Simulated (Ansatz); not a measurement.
Mulliken charges of `[SiH3][CH2][SbH2]` from r2SCAN/def2-TZVPP in Ansatz (PBE0-D4/def2-TZVP geometry).

```
atom   x (Å)   y (Å)   z (Å)  charge (e)
 Si1  -1.049   0.231  -0.644       0.273
  C2   0.274  -0.945  -0.059      -0.433
 Sb3   1.801  -0.029   1.182       0.359
  H4  -2.065  -0.461  -1.488      -0.082
  H5  -0.440   1.322  -1.450      -0.069
  H6  -1.747   0.832   0.524      -0.069
  H7   0.797  -1.400  -0.904       0.112
  H8  -0.155  -1.758   0.532       0.112
  H9   0.677   0.826   2.150      -0.101
 H10   1.992   1.330   0.159      -0.102
```

Question: By hand: the dipole of these point charges (1 e Å = 4.8032 D).

Answer: Σ q r = (0.362, -0.222, 0.185) e Å, of length 0.463 e Å = 2.22 D.

Question: How does the dipole of the full density compare? (Estimate.)

Answer: Computed: (0.089, -0.198, 0.009) e Å, 1.04 D; the point charges give 2.13 times that, at 39° from its direction.

Point charges leave out the atoms' own dipoles, such as those of lone pairs, and Mulliken's split depends on the basis, so the two needn't agree.
